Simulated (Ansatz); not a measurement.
The cluster ZnB7⁻: single points at one geometry.

```yaml
crystal:
  periodic: [false, false, false]
  atoms:
    - {symbol: Zn, position_ang: [-1.889175, 1.382186, -0.034910]}
    - {symbol: B, position_ang: [0.883207, -1.625536, -0.053191]}
    - {symbol: B, position_ang: [1.430614, 1.144522, 0.181773]}
    - {symbol: B, position_ang: [1.814683, -0.348340, 0.102836]}
    - {symbol: B, position_ang: [0.075045, 1.854395, 0.136981]}
    - {symbol: B, position_ang: [-0.653543, -1.713026, -0.167410]}
    - {symbol: B, position_ang: [0.080154, -0.058661, 0.001580]}
    - {symbol: B, position_ang: [-1.740985, -0.635530, -0.167649]}
basis:
  gaussian: {orbitals: def2-TZVPD, initial_orbitals: start.molden}
total_charge: -1
correlation: {method: mp2, frozen_orbitals: {B: 1, Zn: 9}}
scf: {omitted_lower_state_checks: [starts]}
output: {orbitals: {seedname: orbitals}}
```

The file start.molden holds the orbitals of an earlier run on this structure, at another level or in another basis.

```sh
$ ansatz run in.yaml --threads 4 --pin off --events-out ev --progress --plain --max-ram 4787MiB
```

It prints (some lines left out):

```
Functional definition: HF
2006 factors; integrals over basis functions are off by at most 7.8e-4 eV
mean field evaluation 1: about -53070.5484 eV, gradient 3.1e1 eV
mean field evaluation 2: about -53071.8602 eV, gradient 1.6e0 eV
mean field evaluation 4: about -53072.3562 eV, gradient 1.7e0 eV
mean field evaluation 8: about -53072.3653 eV, gradient 2.4e-4 eV
mean field -53072.36528828 eV, -1950.3734506030 hartree, gradient 3.0e-6 eV, S^2 0.000000; 0 other end points of the search recorded, 0 dependent functions left out; unrestricted orbitals would lower it
mean field evaluation 16: about -53072.7304 eV, gradient 8.7e-2 eV
16 core orbitals not correlated: weight in the atoms' cores, before any rotation towards them, 1.000 or more for the frozen orbitals, at most 0.000 for the correlated occupied ones
reference -53072.36528828 eV, -1950.3734506030 hartree; 17, 17 occupied and 277, 277 virtual orbitals, 2006 factors
second order -31.07962422 eV of doubles, -0.00000000 eV of singles
Total energy: -53103.44491250 eV, -1951.5156057265 hartree
Checks for a lower state left out: starts
```

Run time 22 s (4 threads of Intel Xeon Platinum 8259CL on a shared host), peak host memory 1.6 GiB.

The first input with `hamiltonian: {xc: lda}` and without the key `correlation` (abridged; 3.6 s):

```
Functional definition: SPW92
mean field -53020.19019792 eV, -1948.4560513980 hartree, gradient 1.9e-5 eV, S^2 0.000000
Total energy: -53020.19024689 eV, -1948.4560531975 hartree
Checks for a lower state left out: starts
```

As the first input, with `hamiltonian: {xc: pbe, dispersion: d4}`, `output: {forces: true, orbitals: {seedname: orbitals}}` and without the key `correlation` (abridged; 6.5 s):

```
Functional definition: PBE
mean field -53135.96421992 eV, -1952.7106682321 hartree, gradient 1.9e-5 eV, S^2 0.000000
Total energy: -53136.31562134 eV, -1952.7235819958 hartree
Atom 0 force    -0.079533     0.058063    -0.001405 eV/Å
Atom 1 force    -0.059099     0.132248     0.005114 eV/Å
Atom 2 force    -0.046300    -0.001501    -0.003222 eV/Å
Atom 3 force    -0.143078     0.016731    -0.008692 eV/Å
Atom 4 force     0.145933    -0.019676     0.008747 eV/Å
Atom 5 force    -0.013724     0.044555     0.002254 eV/Å
Atom 6 force     0.132616    -0.097032     0.002116 eV/Å
Atom 7 force     0.063184    -0.133388    -0.004912 eV/Å
Dipole moment:    -0.832628     0.609160    -0.015363 e Å
Checks for a lower state left out: starts
```

The first input with `hamiltonian: {xc: r2scan, dispersion: d4}` and without the key `correlation` (abridged; 9 s):

```
Functional definition: r2SCAN
mean field -53147.10824784 eV, -1953.1202037043 hartree, gradient 1.2e-5 eV, S^2 0.000000
Total energy: -53147.18507417 eV, -1953.1230270197 hartree
Checks for a lower state left out: starts
```

First input, but with `gaussian: {orbitals: def2-SVPD, initial_orbitals: start.molden}`, `correlation: {method: ccsd_t, frozen_orbitals: {B: 1, Zn: 9}}` (abridged; 37 s):

```
Functional definition: HF
mean field evaluation 16: about -53045.3319 eV, gradient 3.1e1 eV
mean field evaluation 32: about -53058.5445 eV, gradient 1.6e0 eV
mean field -53061.06123692 eV, -1949.9580343776 hartree, gradient 1.5e-6 eV, S^2 0.000000; 1 other end points of the search recorded, 0 dependent functions left out; unrestricted orbitals would lower it
determinant -53061.06123692 eV, -1949.9580343776 hartree, with singles and doubles -53086.19916467 eV, -1950.8818361835 hartree
determinant -53058.57267947 eV, -1949.8665815784 hartree, with singles and doubles -53084.01530048 eV, -1950.8015806549 hartree
16 core orbitals not correlated: weight in the atoms' cores, before any rotation towards them, 1.000 or more for the frozen orbitals, at most 0.000 for the correlated occupied ones
second order -25.55628535 eV of doubles, -0.00000000 eV of singles
cycle   1  -25.06305138 eV  change   -3.0e-1 eV  update   2.9e-2
cycle   2  -25.09301320 eV  change   -3.0e-2 eV  update   7.4e-3
cycle   3  -25.09049210 eV  change    2.5e-3 eV  update   4.0e-3
cycle   4  -25.09117501 eV  change   -6.8e-4 eV  update   1.1e-3
cycle   5  -25.09123244 eV  change   -5.7e-5 eV  update   5.9e-4
cycle   6  -25.09139532 eV  change   -1.6e-4 eV  update   2.4e-4
cycle   7  -25.09151207 eV  change   -1.2e-4 eV  update   1.2e-4
cycle   8  -25.09154933 eV  change   -3.7e-5 eV  update   5.2e-5
cycle   9  -25.09156277 eV  change   -1.3e-5 eV  update   1.8e-5
perturbative correction -1.78568637 eV, -0.0656227637 hartree
Total energy: -53087.93848605 eV, -1950.9457550653 hartree
Checks for a lower state left out: starts
```

As the first input, with `hamiltonian: {xc: hse06, dispersion: d4}` and without the key `correlation` (abridged; 9 s):

```
Functional definition: HSE06
mean field -53136.52753503 eV, -1952.7313696802 hartree, gradient 1.6e-5 eV, S^2 0.000000
Total energy: -53136.80979847 eV, -1952.7417426707 hartree
Checks for a lower state left out: starts
```

As the first input, with `hamiltonian: {xc: {name: PBE-QIDH}}`, `correlation: {frozen_orbitals: {B: 1, Zn: 9}}` and without the key `output` (abridged; 21 s):

```
Functional definition: PBE-QIDH
mean field -53116.28785972 eV, -1951.9875753316 hartree, gradient 1.4e-6 eV, S^2 0.000000
16 core orbitals not correlated: weight in the atoms' cores, before any rotation towards them, 1.000 or more for the frozen orbitals, at most 0.000 for the correlated occupied ones
second order -35.69202268 eV of doubles, -0.00000000 eV of singles
Total energy: -53128.18521554 eV, -1952.4247950937 hartree
Checks for a lower state left out: starts
```

Geometry: PBE0-D4/def2-SVPD.

HSE06 is defined as in plane-wave codes, on full-range PBE exchange. Correlated methods freeze 16 core orbitals. At MP2/def2-TZVPD, CCSD(T)/def2-SVPD the restricted singlet (for correlated methods, its reference) is unstable: a solution with broken spin symmetry lies lower. The restricted singlet is unstable towards broken spin symmetry in Hartree–Fock (as tested in another run); at LDA (SPW92)/def2-TZVPD, PBE-D4/def2-TZVPD, r2SCAN-D4/def2-TZVPD, HSE06-D4/def2-TZVPD and others this wasn't settled. At CCSD(T)/def2-SVPD T1 of the charge -1 singlet is large (up to 0.021), so the single-reference result is doubtful. Another isomer (singlet) lies 0.06 eV lower at LDA (SPW92)/def2-TZVPD; other spin states weren't run for this one.
